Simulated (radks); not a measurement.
Results of a calculation; reference values are marked as such.
Problem. These are the eigenvalues of the occupied orbitals of an atom or ion with whole-number occupations (hartree). Level of theory: Dirac Kohn-Sham, PBEsol, spin-unpolarised, spherical densities, finite nucleus; Fermi nuclear charge, rms radius of each element as measured or else 0.836 A^(1/3) + 0.57 fm (a radial shooting solver on a logarithmic mesh with Libxc functionals).

| orbital | eigenvalue |
|---|---|
| 1s1/2 | -3323.196 |
| 2s1/2 | -596.8628 |
| 2p1/2 | -573.8026 |
| 2p3/2 | -488.6119 |
| 3s1/2 | -144.2774 |
| 3p1/2 | -133.7841 |
| 3p3/2 | -114.7123 |
| 3d3/2 | -97.39337 |
| 3d5/2 | -93.34805 |
| 4s1/2 | -33.32607 |
| 4p1/2 | -28.75185 |
| 4p3/2 | -24.04823 |
| 4d3/2 | -16.57779 |
| 4d5/2 | -15.69965 |
| 5s1/2 | -6.07418 |
| 4f5/2 | -6.00155 |
| 4f7/2 | -5.79974 |
| 5p1/2 | -4.48452 |
| 5p3/2 | -3.57572 |
| 5d3/2 | -1.35598 |
| 5d5/2 | -1.24522 |
| 6s1/2 | -0.81245 |
| 6p1/2 | -0.48500 |
| 6p3/2 | -0.39913 |

Which element is it, and in what charge state? The configuration may be excited. Open shells, if any, are shared by 2j + 1.

Solution. Z = 83, bismuth, charge +1: Bi+ in [Hg] 6p2. The list shows which subshells hold electrons but not how many an open one holds; the 1s level, -3323.2 hartree, gives Z - s = 81.5 by -(Z - s)^2/2, which with screening and relativity narrows Z to a few neighbours, and the depths of the outer levels then fix element, charge and occupations together.
